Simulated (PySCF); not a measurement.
Precursor series Zr NH2-H. All species are isolated molecules in the gas phase. One relaxed conformer stands for each flexible species; it need not be the lowest.

Quantity: redistribution energy (mixed species minus the weighted end members), in eV.

A: 1 of 4 NH2 replaced by H: [Zr(NH2)3(H)]
B: 2 of 4 NH2 replaced by H: [Zr(NH2)2(H)2]
C: 3 of 4 NH2 replaced by H: [Zr(NH2)(H)3]

**Question.** Rank these by redistribution energy (mixed species minus the weighted end members) (lowest first), as TPSSh-D3(BJ)/def2-TZVP // BP86-D3(BJ)/def2-SVP (PySCF) gives it.

**Answer.** B (-0.281 eV), A (-0.259 eV), C (-0.202 eV)
